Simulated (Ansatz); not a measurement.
Mulliken charges of Cl$_{2}$HSSn, SMILES `[SH][Sn]([Cl])[Cl]` radical from B3LYP/def2-TZVPP in Ansatz (PBE0-D4/def2-TZVP geometry).

```tsv
atom	x (Å)	y (Å)	z (Å)	charge (e)
S1	-0.040	1.711	0.478	-0.284
Sn2	0.649	-0.427	-0.417	0.839
Cl3	1.708	-1.546	1.341	-0.339
Cl4	-1.279	-1.645	-0.972	-0.342
H5	-0.988	1.834	-0.470	0.126
```

Task: By hand: the dipole of these point charges (1 e Å = 4.8032 D).

Result: Σ q r = (0.290, 0.474, -0.667) e Å, of length 0.868 e Å = 4.17 D.

Task: How does the dipole of the full density compare? (Estimate.)

Result: Computed: (0.085, 0.355, -0.351) e Å, 2.43 D; the point charges give 1.72 times that, at 14° from its direction.

Point charges leave out the atoms' own dipoles, such as those of lone pairs, and Mulliken's split depends on the basis, so the two needn't agree.

B3LYP here is the variant with VWN-RPA as its local correlation; programs differ in this.
